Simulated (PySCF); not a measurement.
Electron correlation in He (helium, neutral)

1s1 2s1, high-spin 3S determinant (an excited configuration). Calculation: PySCF 2.14, in aug-cc-pVQZ-DK (5s4p3d2f, 46 functions); the spin-free X2C one-electron Hamiltonian (Gaussian nucleus). Frozen: nothing; 2 electrons correlated.

Total MP2 correlation energy: -0.79 mhartree.

Same-spin part -0.79 and opposite-spin part 0.00 mhartree; SCS-MP2 scales them by 1/3 and 6/5 to -0.26 mhartree.
